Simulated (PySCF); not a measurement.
P₂, charge +1, doublet, at a GFN2-xTB geometry (a state made from the parent by changing its charge; the spin is typed, not shown lowest). Base run: HF/def2-SV(P) in PySCF.

The PySCF input:
```python
from pyscf import gto, scf

mol = gto.Mole()
mol.atom = '''
    P    -0.00000000   -0.00000000   -0.98493774
    P     0.00000000    0.00000000    0.98493774
'''
mol.basis = 'def2-sv(p)'
mol.charge = 1
mol.spin = 1
mol.verbose = 4
mol.symmetry = True
mol.build()

mf = scf.UHF(mol)
mf.kernel()
mf.analyze()
```

The base run was repeated with changes; each row names its change, and settings that it needs were set with it.

| change | ΔE vs base (mEh) | point group used | SCF cycles |
|---|---|---|---|
| base | 0.000 | Dooh | 9 |
| symmetry_subgroup = D2h | 0.000 | D2h | 9 |
| symmetry_subgroup = C2v | 0.000 | C2v | 9 |
| symmetry = off | 0.000 | C1 | 9 |

Open shells are given as the SCF converged; they aren't shown to be the lowest states, and a large step between rows can be another state.
